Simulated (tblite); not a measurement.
Compound: C8H12O3.
Atom-mapped SMILES: `[CH3:1][CH2:2][C:3]#[C:4][C:5](=[O:6])[O:7][CH2:8][O:9][CH2:10][CH3:11]` (hydrogens: H12, H13, H14 on C1; H15, H16 on C2; H17, H18 on C8; H19, H20 on C10; H21, H22, H23 on C11)

Computed with GFN2-xTB (tblite), gas phase: L-BFGS steps from a force-field or distance-geometry start until the largest atomic force falls under 0.01 eV/Å.

Step 52: E = -962.9348 eV
```
atom  x, y, z in Å  |  force x, y, z in eV/Å
C1      5.2246   -0.5110   -0.0094   -0.028   0.038  -0.012
C2      4.2379    0.4523   -0.6678   -0.041   0.019  -0.017
C3      2.8852    0.2217   -0.2189   -0.015  -0.040   0.016
C4      1.7680   -0.0047    0.1685    0.011  -0.001  -0.011
C5      0.4352   -0.2540    0.6419    0.005   0.035  -0.015
O6      0.1190   -1.1085    1.4236   -0.004   0.005  -0.007
O7     -0.4100    0.6589    0.1055   -0.025   0.036   0.023
C8     -1.7629    0.5744    0.4571   -0.041   0.007  -0.017
O9     -2.4014   -0.2952   -0.4266    0.004  -0.042  -0.018
C10    -3.7050   -0.6936   -0.0531    0.000  -0.016   0.008
C11    -4.7819    0.3494   -0.3489    0.017  -0.002   0.000
H12     6.2250   -0.3194   -0.3861    0.058  -0.030   0.001
H13     4.9517   -1.5386   -0.2316    0.016  -0.030   0.004
H14     5.2244   -0.3784    1.0685   -0.003  -0.008   0.038
H15     4.2656    0.3265   -1.7539   -0.014   0.016  -0.012
H16     4.5087    1.4875   -0.4395   -0.005  -0.010  -0.001
H17    -1.8651    0.2176    1.4991   -0.008  -0.008  -0.019
H18    -2.1506    1.6003    0.3694   -0.013   0.035   0.013
H19    -3.7222   -0.9655    1.0120    0.009  -0.009  -0.002
H20    -3.8947   -1.5900   -0.6493    0.010   0.001   0.013
H21    -5.7615   -0.0841   -0.1639    0.021  -0.001  -0.004
H22    -4.6732    1.2311    0.2780    0.047  -0.010   0.009
H23    -4.7217    0.6503   -1.3916   -0.001   0.016   0.007
```

Step 53: E = -962.9355 eV
```
atom  x, y, z in Å  |  force x, y, z in eV/Å
C1      5.2247   -0.5119   -0.0093   -0.020   0.036  -0.008
C2      4.2371    0.4503   -0.6690   -0.031   0.021  -0.012
C3      2.8843    0.2205   -0.2199    0.012  -0.034   0.008
C4      1.7674    0.0000    0.1707   -0.007  -0.014  -0.015
C5      0.4343   -0.2511    0.6420    0.006   0.043  -0.005
O6      0.1187   -1.1077    1.4218   -0.011   0.020  -0.021
O7     -0.4108    0.6636    0.1070   -0.036   0.005   0.035
C8     -1.7640    0.5749    0.4566   -0.050   0.010  -0.002
O9     -2.4000   -0.2992   -0.4250    0.020  -0.022  -0.019
C10    -3.7049   -0.6948   -0.0528    0.026  -0.014  -0.005
C11    -4.7793    0.3497   -0.3483    0.006  -0.001   0.004
H12     6.2258   -0.3173   -0.3832    0.050  -0.031  -0.003
H13     4.9556   -1.5406   -0.2337    0.016  -0.013   0.011
H14     5.2238   -0.3803    1.0693   -0.015  -0.012   0.018
H15     4.2663    0.3255   -1.7556   -0.018   0.011   0.003
H16     4.5073    1.4858   -0.4403   -0.003  -0.013  -0.002
H17    -1.8670    0.2199    1.4994   -0.001  -0.010  -0.020
H18    -2.1554    1.5997    0.3687   -0.009   0.028   0.001
H19    -3.7224   -0.9684    1.0120    0.002  -0.012  -0.009
H20    -3.8954   -1.5881   -0.6529    0.008  -0.016   0.024
H21    -5.7578   -0.0840   -0.1625   -0.010  -0.008   0.006
H22    -4.6703    1.2306    0.2789    0.050   0.003   0.012
H23    -4.7227    0.6500   -1.3911    0.015   0.021   0.001
```

Step 54: E = -962.9362 eV
```
atom  x, y, z in Å  |  force x, y, z in eV/Å
C1      5.2245   -0.5120   -0.0093   -0.009   0.024  -0.003
C2      4.2358    0.4496   -0.6692   -0.004   0.010  -0.002
C3      2.8834    0.2190   -0.2202    0.041  -0.020  -0.004
C4      1.7661    0.0037    0.1713   -0.033  -0.020  -0.015
C5      0.4327   -0.2486    0.6401   -0.002   0.043   0.005
O6      0.1175   -1.1081    1.4169   -0.019   0.029  -0.028
O7     -0.4127    0.6680    0.1076   -0.034  -0.011   0.037
C8     -1.7662    0.5750    0.4555   -0.041   0.012   0.014
O9     -2.3983   -0.3055   -0.4227    0.028   0.008  -0.015
C10    -3.7046   -0.6968   -0.0516    0.039  -0.009  -0.019
C11    -4.7755    0.3503   -0.3476   -0.002   0.001   0.007
H12     6.2261   -0.3191   -0.3831    0.046  -0.019  -0.013
H13     4.9572   -1.5416   -0.2319    0.005  -0.009   0.009
H14     5.2267   -0.3803    1.0697   -0.029  -0.007   0.008
H15     4.2662    0.3270   -1.7562   -0.021   0.004   0.010
H16     4.5057    1.4847   -0.4390   -0.004  -0.005  -0.001
H17    -1.8683    0.2224    1.4991   -0.002  -0.013  -0.013
H18    -2.1610    1.5989    0.3672   -0.007   0.010  -0.016
H19    -3.7231   -0.9709    1.0131   -0.002  -0.015  -0.015
H20    -3.8973   -1.5871   -0.6544    0.007  -0.039   0.028
H21    -5.7540   -0.0822   -0.1618   -0.031  -0.010   0.015
H22    -4.6646    1.2304    0.2800    0.046   0.014   0.012
H23    -4.7211    0.6502   -1.3905    0.028   0.024  -0.002
```

**Question.** Estimate the geometry and energy of step 55. (The exact step hangs on the optimiser's Hessian estimate; all steps are aligned on step 54, rigid shifts and turns removed.)

**Answer.** E = -962.9369 eV, largest force 0.062 eV/Å
```
atom  x, y, z in Å  |  force x, y, z in eV/Å
C1      5.2246   -0.5118   -0.0093    0.028  -0.013   0.006
C2      4.2344    0.4481   -0.6702    0.026  -0.007   0.008
C3      2.8828    0.2170   -0.2195    0.043  -0.008  -0.011
C4      1.7645    0.0075    0.1720   -0.034  -0.014  -0.024
C5      0.4309   -0.2440    0.6395   -0.010   0.033   0.010
O6      0.1161   -1.1055    1.4144   -0.026   0.028  -0.023
O7     -0.4152    0.6732    0.1091   -0.022  -0.010   0.029
C8     -1.7689    0.5765    0.4553   -0.019   0.009   0.024
O9     -2.3961   -0.3095   -0.4211    0.020   0.036  -0.008
C10    -3.7034   -0.6989   -0.0519    0.036  -0.007  -0.028
C11    -4.7727    0.3501   -0.3467   -0.005   0.000   0.009
H12     6.2287   -0.3177   -0.3797    0.001  -0.012  -0.003
H13     4.9622   -1.5433   -0.2343    0.001   0.023   0.013
H14     5.2247   -0.3837    1.0711   -0.035  -0.001  -0.028
H15     4.2645    0.3251   -1.7573   -0.021   0.001   0.017
H16     4.5050    1.4830   -0.4407   -0.010   0.002   0.000
H17    -1.8692    0.2251    1.4991   -0.011  -0.016   0.000
H18    -2.1661    1.5999    0.3673   -0.010  -0.011  -0.031
H19    -3.7236   -0.9755    1.0125   -0.001  -0.013  -0.024
H20    -3.8972   -1.5863   -0.6580    0.009  -0.054   0.030
H21    -5.7513   -0.0821   -0.1599   -0.031  -0.003   0.020
H22    -4.6586    1.2295    0.2814    0.036   0.013   0.009
H23    -4.7207    0.6502   -1.3899    0.036   0.024   0.005
```

The energy changes by -0.0007 eV. The first-order estimate −F·Δx gives -0.0010 eV and the mean of the old and new forces, exact on a quadratic surface, -0.0007 eV. The step makes an angle of 72° with the force vector and moves no atom by more than 0.006 Å.

What follows is the cost of the whole relaxation. Hardware: one thread of an Intel Xeon at 2.50 GHz, no GPU (shared host). Cost: 12 s wall, 7.6 s CPU.
